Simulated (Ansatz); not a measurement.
Geometry optimisation, Ansatz, RKS PBE0-D4/STO-3G.

input.yaml

```yaml
crystal:
  periodic: [false, false, false]
  atoms:
    - { symbol: C, position_ang: [-1.2233, -0.0291, -1.2556] }
    - { symbol: Si, position_ang: [-0.1823, -0.391, 0.1714] }
    - { symbol: "N", position_ang: [0.8928, -1.6116, -0.2764] }
    - { symbol: O, position_ang: [-0.9165, -1.1284, 1.4044] }
    - { symbol: Si, position_ang: [0.8368, 1.6444, 0.875] }
    - { symbol: F, position_ang: [1.8147, 2.1783, -0.2753] }
    - { symbol: H, position_ang: [-1.751, -0.8781, -1.6365] }
    - { symbol: H, position_ang: [-2.0067, 0.7553, -0.9946] }
    - { symbol: H, position_ang: [-0.6957, 0.4599, -2.0551] }
    - { symbol: H, position_ang: [1.5403, -1.2818, -0.9842] }
    - { symbol: H, position_ang: [1.529, -1.8145, 0.5465] }
    - { symbol: H, position_ang: [-1.2201, -2.0516, 1.2398] }
    - { symbol: H, position_ang: [1.5981, 1.4223, 2.0979] }
    - { symbol: H, position_ang: [-0.2289, 2.6967, 1.1716] }
basis:
  gaussian: { orbitals: STO-3G }
hamiltonian:
  xc: pbe0
  dispersion: d4
relax:
  f_tol: 0.02
  max_steps: 40
scf:
  lower_state_search: "off"
```

Command:

```bash
$ ansatz run input.yaml --threads 1 --pin off --max-ram 2048MiB --backend cpu --events-out ev --progress --plain --runs-dir out
```

Question: Where does it end, and by what steps?

Answer: The run converged. Limits of this set-up: minimal basis. After 8 steps the energy has fallen by 0.900 eV; H10 moved furthest, 0.44 Å.

```
step  energy less start (eV)  largest force component (eV/Å)  accepted
   0                  0.0000                           3.568       yes
   1                 -0.7051                           1.797       yes
   2                 -0.8447                           0.623       yes
   3                 -0.7626                           1.243        no
   4                 -0.8916                           0.231       yes
   5                 -0.8972                           0.124       yes
   6                 -0.8980                           0.107       yes
   7                 -0.8992                           0.171       yes
   8                 -0.8998                           0.016       yes
```

```xyz
14
Properties=species:S:1:pos:R:3
C -1.214 -0.039 -1.291
Si -0.137 -0.329 0.221
N 0.945 -1.651 -0.253
O -1.038 -0.897 1.559
Si 0.801 1.611 0.965
F 1.830 2.267 -0.154
H -1.665 -0.972 -1.643
H -2.025 0.662 -1.072
H -0.631 0.380 -2.117
H 1.282 -1.530 -1.235
H 1.819 -1.676 0.320
H -1.306 -1.836 1.278
H 1.553 1.389 2.186
H -0.225 2.592 1.266
```

Time of the run: 32 s on 1 thread of Arm Neoverse V1, with other jobs on the host, peak memory 0.17 GiB.
